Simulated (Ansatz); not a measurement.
Ligand exchange: GaH2(NH2) + C3H9N → GaH(NH2)2 + C3H8

Species: GaH2(NH2), singlet; C3H9N (isopropylamine) `CC(C)N`, singlet; GaH(NH2)2, singlet; C3H8 `CCC`, singlet. The partners trade H for NH2: Ga–H and C–NH2 bonds give way to Ga–NH2 and C–H.

Shapes, held fixed at every level: PBE0-D4/def2-TZVP. Flexible molecules stand in one conformer, not always the lowest. Programs: Ansatz 0.2.0. The zero-point and thermal change to 298 K, harmonic and unscaled (PBE0-D4/def2-TZVP), is +4.8 kJ/mol.

| level | kind | ΔH(298 K) (kJ/mol) | less CCSD(T)/def2-TZVPP |
| --- | --- | --- | --- |
| PBE-D4/def2-TZVPP | GGA | -86.5 | +7.3 |
| r2SCAN-D4/def2-TZVPP | meta-GGA | -92.3 | +1.5 |
| BHLYP-D4/def2-TZVPP | global hybrid | -95.2 | -1.4 |
| wB97M-V/def2-TZVPP | range-separated hybrid | -89.7 | +4.1 |
| wB97X-V/def2-TZVPP | range-separated hybrid | -90.2 | +3.6 |
| B2PLYP/def2-TZVPP | double hybrid | -96.7 | -2.9 |
| CCSD(T)/def2-TZVPP | coupled cluster or CI | -93.8 | 0.0 |

The highest level, CCSD(T)/def2-TZVPP, gives ΔH(298 K) = -93.8 kJ/mol; the levels span -96.7 to -86.5. The column of differences is taken from that level and isn't an error. No measured value is set beside it here. Relativity is left out for Ga. Outer-core shells of Ga are correlated, in sets that cover them unevenly.
